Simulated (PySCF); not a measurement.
# Mayer bond orders and bond lengths

C5H8ClN.
Atom-mapped SMILES: `[CH3:1][C@@H:2]([CH2:3][Cl:4])[CH2:5][C:6]#[N:7]` (hydrogens: H8, H9, H10 on C1; H11 on C2; H12, H13 on C3; H14, H15 on C5)

Structure used (GFN2-xTB), in Å, numbered top down from 1:
```xyz
15
C5H8ClN angstrom
C     -1.4909   -0.3617   -0.7075
C     -0.0718    0.1269   -0.4342
C     -0.0671    1.3647    0.4586
Cl    -0.7993    1.0332    2.0537
C      0.7696   -0.9973    0.1945
C      2.1506   -0.6083    0.3101
N      3.2420   -0.2766    0.3848
H     -1.9703   -0.6682    0.2190
H     -2.0833    0.4327   -1.1552
H     -1.4785   -1.2070   -1.3914
H      0.3940    0.4244   -1.3820
H      0.9514    1.7054    0.6482
H     -0.6491    2.1696    0.0101
H      0.7142   -1.8986   -0.4215
H      0.3840   -1.2312    1.1908
```

Bond orders from the PBE0/pcSseg-1 density (PySCF). The structure is a single GFN2-xTB conformer in the gas phase; no vibrational or solvent corrections.

(1) How far do the computed orders between heavy atoms stray from the drawn ones?

(2) Set the Mayer orders of the bonds between heavy atoms beside their lengths.

Answers

(1) The largest departure is 0.052, at C6–N7 (drawn triple, 3.052).

(2) 
```
  bond  drawn as  length (Å)  Mayer order
 C1–C2    single       1.526        1.036
 C2–C3    single       1.526        1.015
C3–Cl4    single       1.786        0.974
 C2–C5    single       1.539        0.980
 C5–C6    single       1.439        1.018
 C6–N7    triple       1.143        3.052
```

By pair of heavy elements: C–C: lowest C2–C5 (0.980, 1.539 Å), highest C1–C2 (1.036, 1.526 Å).

Q: And the bonds to hydrogen?

A: C–H: 0.91 to 0.96 (8 bonds).

Q: Sum the orders of all bonds at each heavy atom with more than one neighbour and set the sums beside the valence in the SMILES.

A: C1 3.915 (drawn 4), C2 3.960 (drawn 4), C3 3.858 (drawn 4), C5 3.832 (drawn 4), C6 4.070 (drawn 4). Orders between atoms that aren't bonded are not in these sums.

For a closed shell the Mayer order of atoms A and B is Σ (PS)μν (PS)νμ over the basis functions μ on A and ν on B, with P the density and S the overlap matrix.
